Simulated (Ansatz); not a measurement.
Program: Ansatz. Geometries: PBE0-D4/def2-TZVP. ΔE: electronic, gas phase. CBS: MP2 limit from def2 TZ/QZ plus the TZ coupled-cluster correction, frozen cores. Functionals use def2-TZVPP. B3LYP here is the variant with VWN-RPA as its local correlation; programs differ in this. For Ga, Ge outer-core shells are correlated without core-valence functions, which leaves a few kJ/mol of doubt a bond. Scalar relativity is left out up to krypton. One conformer a species, not always the lowest.

Consider the redistribution: `C[O][Ga]([OH])[O]C` + `[SH][Ge][SH]` → `C[O][Ga]([OH])[SH]` + `C[O][Ge][SH]`.

```
             level  ΔE (kcal/mol)  difference from CCSD(T)/CBS
         r2SCAN-D4           -5.8                         -0.5
           PBE0-D4           -5.5                         -0.2
          B3LYP-D4           -5.9                         -0.6
           ωB97M-V           -6.5                         -1.2
            r2SCAN           -5.7                         -0.4
             B3LYP           -5.4                         -0.1
   CCSD/def2-TZVPP           -4.9                          0.4
    MP2/def2-QZVPP           -5.2                          0.1
SCS-MP2/def2-QZVPP           -4.9                          0.4
      HF/CBS(def2)           -4.2                          1.1
       CCSD(T)/CBS           -5.3                            0
```

Largest T1 diagnostic among the species: 0.015.

In def2-TZVPP, CCSD(T) changes the Hartree–Fock value by −0.8 kcal/mol (the triples alone add −0.3 kcal/mol) and MP2 by −0.8 kcal/mol.
